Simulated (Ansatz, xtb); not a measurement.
## Two isomers of C4H2F2S

Structure I is `Fc1csc(F)c1`, a singlet and structure II is `Fc1cscc1F`, a singlet. Both are isolated molecules in the gas phase, relaxed with PBE0-D3(BJ)/def2-SVP.

Quicker runs give these differences E(II) − E(I): GFN2-xTB +0.77 kcal/mol; HF/STO-3G +2.39 kcal/mol (at GFN2-xTB geometries); r2SCAN-D4/def2-SVP −0.47 kcal/mol (at GFN2-xTB geometries).

Task: Estimate E(II) − E(I) at the level CCSD(T)/def2-SVP + ΔMP2/def2-TZVPP.

Result: Not settled: CCSD(T)/def2-SVP + ΔMP2/def2-TZVPP gives E(II) − E(I) = −1.31 kcal/mol, but this leans on the basis-set step: CCSD(T) alone gives −0.72 kcal/mol.

Level by level:

```csv
level,geometry,E(II) − E(I) (kcal/mol),departure from the last row (kcal/mol),"job, with rough time for the two"
GFN2-xTB,GFN2-xTB,+0.77,+2.08,"optimisation, 0.13 s"
HF/STO-3G,GFN2-xTB,+2.39,+3.69,"single point, 0.46 s"
r2SCAN-D4/def2-SVP,GFN2-xTB,−0.47,+0.84,"single point, 3 s"
PBE0-D3(BJ)/def2-SVP,PBE0-D3(BJ)/def2-SVP,−0.75,+0.56,"optimisation, 22 s"
HF/def2-SVP,PBE0-D3(BJ)/def2-SVP,−0.84,+0.46,part of the CCSD(T) run
MP2/def2-SVP,PBE0-D3(BJ)/def2-SVP,−0.89,+0.42,part of the CCSD(T) run
CCSD(T)/def2-SVP,PBE0-D3(BJ)/def2-SVP,−0.72,+0.59,single point
CCSD(T)/def2-SVP + ΔMP2/def2-TZVPP,PBE0-D3(BJ)/def2-SVP,−1.31,,"single point, 34 s"
```

As drawn, both hold the same kinds of bond in the same numbers.

GFN2-xTB, HF/STO-3G put the two in the other order. r2SCAN-D4/def2-SVP finds them nearly level. The largest departure from CCSD(T)/def2-SVP + ΔMP2/def2-TZVPP is that of HF/STO-3G, 3.69 kcal/mol. The last row adds to CCSD(T) the change of the MP2 difference between the two basis sets, here −0.59 kcal/mol.

With thermal terms from frequencies at re-optimised GFN2-xTB minima (ideal gas, soft modes damped towards free rotors, one conformer each, 298.15 K, 1 atm): on the last row, ΔE + ΔZPE = −1.33, ΔH = −1.33, ΔG = −0.93 kcal/mol.

The correlated steps freeze 11 core orbitals. Run with Ansatz 0.2.0, xtb 6.7.1; the last row on 2 threads of Intel(R) Xeon(R) Platinum 8375C CPU @ 2.90GHz (Ice Lake) on a shared host.
